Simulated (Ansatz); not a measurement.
System: HTe, charge 1, multiplicity 1. 
Structure (B3LYP-D3(BJ)/def2-TZVP (Ansatz, a quantum-chemistry and plane-wave program) minimum search):
```
Te
H 1 1.6733
```
Charge +1, spin multiplicity 1.

Basis-set convergence of Hartree-Fock and MP2 correlation energies (hartree) with Ansatz. Correlated levels leave the core frozen unless marked. No spin-orbit coupling. The frozen core is the preceding noble-gas configuration, with the filled d and f shells of earlier blocks. In def2 rows, elements after Kr have scalar-relativistic effective core potentials.

The Hartree-Fock reference is unstable (checked in the largest basis), which strains HF and MP2. 

```
basis        functions       E(HF)  E(corr, MP2)
-----------  ---------  ----------  ------------
def2-SVPD           43  -267.20160      -0.07835
def2-TZVPPD         76  -267.21252      -0.10333
def2-QZVPPD        124  -267.21427      -0.11389
```

Extrapolating the two largest sets (X = 3 and 4) as X^-3: E(corr) = (64·(-0.11389) - 27·(-0.10333))/37 = -0.1216 Eh, an estimate of the basis-set limit. The largest set recovers 93.7 % of it, the smallest 64.4 %.
